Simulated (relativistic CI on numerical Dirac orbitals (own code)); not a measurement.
V3+: L2,3 absorption edge

Computed with this model: Dirac-Coulomb-Breit CI, orbitals from a KLI potential per configuration, model QED (radiative potential, 1s self-energy scaled to tabulated hydrogen-like ionisation energies), valence Slater integrals scaled by 0.8, multiplet model of core-to-valence dipole absorption; configurations [Ar] 3d2 → [He] 2s2 2p5 3s2 3p6 3d3; 80 K; Lorentzian 0.4 eV and Gaussian 0.3 eV FWHM. Energies are those of the free ion, without screening or charge transfer. The branching ratio is the share of the lower-energy edge in the whole absorption, uncertain by about 0.02 where the edges overlap. S is read from ⟨S²⟩ = S(S + 1).

Field parameters in Wybourne normalisation: Td as Oh with Dq negative (B⁴₀ = 21Dq, B⁴₄ = √(5/14) B⁴₀). The field is a parameter set, without covalency.

Peaks in eV (height, largest 100): 517.3 (21), 519.2 (100), 521.5 (18), 524.6 (72), 526.5 (74).

**Question.** Which surroundings give this spectrum?
A. Td, 10Dq = -4150 cm⁻¹
B. Td, 10Dq = -1800 cm⁻¹
C. Td, 10Dq = -8750 cm⁻¹
D. Td, 10Dq = -11050 cm⁻¹

**Answer.** D. Td, 10Dq = -11050 cm⁻¹, where the ground state has S = 1.00.
